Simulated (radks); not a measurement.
Problem. All-electron atom: Lu XVI in [Kr] 4d10 4f10 (the NIST ground configuration). All-electron calculation, Dirac Kohn-Sham, BLYP, spin-unpolarised, spherical densities, finite nucleus; open shells fill j = l - 1/2 first; Fermi nuclear charge, rms radius 5.37 fm. Program: a radial shooting solver on a logarithmic mesh with Libxc functionals. Some entries of the table are withheld. Estimate them.

orbital  occ.  eigenvalue (Ry)  <1/r> (bohr^-1)  <r> (bohr)
1s1/2       2        -4666.084              (1)     0.01932
2s1/2       2        -813.9945            19.88     0.08124
2p1/2       2              (2)              (3)     0.06739
2p3/2       4              (4)              (5)     0.07500
3s1/2       2        -203.1421            7.294      0.2121
3p1/2       2        -187.2864            7.211      0.2019
3p3/2       4        -169.7464            6.466      0.2161
3d3/2       4        -142.7692            6.356      0.1897
3d5/2       6        -138.9384            6.177      0.1941
4s1/2       2        -59.22606            3.086      0.4734
4p1/2       2        -52.72865            2.982         (6)
4p3/2       4        -48.61850            2.728         (7)
4d3/2       4        -37.86583            2.532      0.5242
4d5/2       6        -37.09113            2.472      0.5340
4f5/2       6        -23.61003            2.124      0.5711
4f7/2       4        -23.45910            2.103      0.5760

Solution. 
(1) 1s1/2 <1/r> (bohr^-1): 82.19
(2) 2p1/2 eigenvalue (Ry): -778.2363
(3) 2p1/2 <1/r> (bohr^-1): 19.86
(4) 2p3/2 eigenvalue (Ry): -696.0543
(5) 2p3/2 <1/r> (bohr^-1): 16.96
(6) 4p1/2 <r> (bohr): 0.4790
(7) 4p3/2 <r> (bohr): 0.5093
